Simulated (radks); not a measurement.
Results of a calculation; reference values are marked as such.
Co V, 23 electrons, occupied as [Ar] 3d4 4p1 (not the ground configuration). Level of theory: scalar-relativistic Kohn-Sham, LDA (Slater exchange, Perdew-Wang correlation), spin-polarised, spherical densities, finite nucleus; open shells are filled with parallel spins first; Fermi nuclear charge, rms radius 3.7875 fm (a radial shooting solver on a logarithmic mesh with Libxc functionals).

Local quantities along the radius. ELF = 1/(1 + alpha^2) is the electron localisation function; alpha = (tau - tau_W)/tau_unif compares the Pauli kinetic energy density with that of the uniform gas (summed over spins); 4 pi r^2 rho is in e/bohr; s = |grad rho|/(2 (3 pi^2)^(1/3) rho^(4/3)) is the reduced gradient; -r V(r) is the screened charge that the Kohn-Sham potential of spin up presents (atomic units). tau is taken from the large components.

| r (bohr) | ELF | alpha | 4 pi r^2 rho | s | -r V(r) |
|---|---|---|---|---|---|
| 0.002114 | 1.000 | 0.01679 | 0.7541 | 0.4931 | 26.80 |
| 0.002753 | 1.000 | 0.01710 | 1.222 | 0.4708 | 26.73 |
| 0.003585 | 1.000 | 0.01779 | 1.961 | 0.4563 | 26.65 |
| 0.00463 | 1.000 | 0.01892 | 3.062 | 0.4487 | 26.55 |
| 0.006029 | 1.000 | 0.02075 | 4.765 | 0.4469 | 26.41 |
| 0.007851 | 0.999 | 0.02357 | 7.249 | 0.4514 | 26.23 |
| 0.01022 | 0.999 | 0.02800 | 10.71 | 0.4627 | 26.00 |
| 0.01321 | 0.999 | 0.03490 | 15.07 | 0.4812 | 25.70 |
| 0.0172 | 0.998 | 0.04698 | 20.42 | 0.5100 | 25.32 |
| 0.02239 | 0.995 | 0.06920 | 26.00 | 0.5513 | 24.84 |
| 0.02892 | 0.988 | 0.1121 | 30.46 | 0.6065 | 24.27 |
| 0.03766 | 0.958 | 0.2095 | 32.64 | 0.6794 | 23.54 |
| 0.04904 | 0.836 | 0.4429 | 31.50 | 0.7542 | 22.67 |
| 0.06335 | 0.533 | 0.9361 | 28.20 | 0.7682 | 21.67 |
| 0.08249 | 0.297 | 1.540 | 25.81 | 0.6074 | 20.47 |
| 0.1074 | 0.356 | 1.343 | 27.87 | 0.3588 | 19.10 |
| 0.1399 | 0.635 | 0.7575 | 33.66 | 0.3021 | 17.58 |
| 0.1807 | 0.806 | 0.4913 | 36.74 | 0.4119 | 15.98 |
| 0.2352 | 0.791 | 0.5137 | 31.36 | 0.6109 | 14.28 |
| 0.3063 | 0.445 | 1.117 | 20.39 | 0.7973 | 12.55 |
| 0.3957 | 0.180 | 2.132 | 14.18 | 0.5291 | 10.90 |
| 0.5152 | 0.481 | 1.039 | 15.77 | 0.2209 | 9.269 |
| 0.6709 | 0.786 | 0.5217 | 17.42 | 0.3782 | 7.757 |
| 0.8667 | 0.786 | 0.5222 | 13.17 | 0.6547 | 6.559 |
| 1.128 | 0.549 | 0.9056 | 6.376 | 1.072 | 5.695 |
| 1.469 | 0.173 | 2.190 | 2.275 | 1.494 | 5.147 |
| 1.913 | 0.144 | 2.437 | 0.9661 | 1.381 | 4.847 |
| 2.472 | 0.284 | 1.587 | 0.5008 | 1.785 | 4.676 |
| 3.218 | 0.193 | 2.045 | 0.1596 | 3.648 | 4.491 |
| 4.191 | 0.027 | 5.970 | 0.02174 | 9.585 | 4.285 |
| 5.413 | 0.001 | 36.13 | 0.001104 | 33.07 | 4.124 |

On this mesh the ELF has minima near r = 0.094, 0.40, 1.7 bohr, which separate the shells, and maxima near 0.21 (0.82), 0.76 (0.81), 2.5 (0.28).
